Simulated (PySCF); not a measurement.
Structure with atom numbers: `[N:1]#[C:2][CH2:3][S:4][CH2:5][SiH3:6]`. Hydrogens are named by the atom that carries them.

Geometry: PBE0-D3(BJ)/def2-SVP; GIAO absolute shieldings from PySCF 2.14, gas phase, non-relativistic, averaged over equivalent atoms.

At WP04/pcSseg-1 (151 basis functions, 21 s wall time on 1 thread of an Arm Neoverse V1, shared host):
```
 atoms  σ (ppm)
    N1    -47.4
    C2     56.3
    C3    148.7
    C5    157.7
    S4    440.9
   Si6    406.8
H(Si6)    28.20
 H(C3)    28.59
 H(C5)    29.67
```

**Question.** What do these become at CAM-B3LYP/pcSseg-1?

**Answer.** 
| atoms | σ at CAM-B3LYP/pcSseg-1 | change |
| --- | --- | --- |
| N1 | -47.2 | +0.2 |
| C2 | 60.4 | +4.1 |
| C3 | 163.5 | +14.8 |
| C5 | 172.6 | +14.9 |
| S4 | 505.2 | +64.3 |
| Si6 | 419.8 | +13.0 |
| H(Si6) | 27.46 | -0.74 |
| H(C3) | 28.41 | -0.18 |
| H(C5) | 29.48 | -0.19 |

The largest change is at S4 (sulfide sulfur). Cost: 151 basis functions, 27 s wall time on 1 thread of an Arm Neoverse V1, shared host. The order of the carbon signals is the same at both levels.
